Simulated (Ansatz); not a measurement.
Cs₄Cl₄⁻, 8 atoms. Hardware: 4 threads of Arm Neoverse V2 on a shared host.

In the def2 sets Cs takes a core potential; there is no spin–orbit coupling. Correlated methods freeze 20 core orbitals; core or outer-core shells of Cs are correlated, in sets that lack core-valence functions.

Task: How many basis functions does each of these Ansatz runs have, and roughly what does it cost? PBE-QIDH/def2-TZVPD, charge -1 doublet, energy, from earlier orbitals; revPBE-D4/def2-TZVPD, charge -1 doublet, energy, from earlier orbitals; LC-ωPBE/def2-TZVPD, charge -1 doublet, energy, from earlier orbitals; r2SCAN-D4/def2-TZVPD, charge -1 doublet, energy, from earlier orbitals; PBE-D4/def2-SVPD, charge -1 doublet, relaxation, 12 steps; PBE-D4/def2-SVP, charge -1 doublet, energy with a search over starts; MP2/def2-TZVPD, charge -1 doublet, energy, from earlier orbitals; PBE-D4/def2-TZVPD, charge -1 doublet, energy and forces, from earlier orbitals; PBE0-D4/def2-TZVPD, charge -1 doublet, energy, from earlier orbitals; RPA@PBE/def2-TZVPD, charge -1 doublet, energy, from earlier orbitals.

Result: Other jobs shared the machine, so times can vary by a factor of up to 3. A dash marks memory too small to be measured apart from the calling script's.

| run | functions | fitting or Cholesky vectors | wall time | peak host memory (GiB) |
| --- | --- | --- | --- | --- |
| MP2/def2-TZVPD, charge -1 doublet, energy, from earlier orbitals | 312 | 2240 | 26 s | 1.7 |
| revPBE-D4/def2-TZVPD, charge -1 doublet, energy, from earlier orbitals | 312 | 2356 | 27 s | 0.99 |
| PBE-D4/def2-TZVPD, charge -1 doublet, energy and forces, from earlier orbitals | 312 | 2356 | 28 s | 0.98 |
| PBE-D4/def2-SVP, charge -1 doublet, energy with a search over starts | 168 | 1796 | 29 s | 0.68 |
| PBE0-D4/def2-TZVPD, charge -1 doublet, energy, from earlier orbitals | 312 | 2240 | 35 s | 1.8 |
| LC-ωPBE/def2-TZVPD, charge -1 doublet, energy, from earlier orbitals | 312 | 2356 | 40 s | 1.9 |
| RPA@PBE/def2-TZVPD, charge -1 doublet, energy, from earlier orbitals | 312 | 2240 | 41 s | 1.5 |
| PBE-QIDH/def2-TZVPD, charge -1 doublet, energy, from earlier orbitals | 312 | 2240 | 49 s | 1.8 |
| r2SCAN-D4/def2-TZVPD, charge -1 doublet, energy, from earlier orbitals | 312 | 2356 | 54 s | 1.2 |
| PBE-D4/def2-SVPD, charge -1 doublet, relaxation, 12 steps | 216 | 2236 | 1.8 min | – |
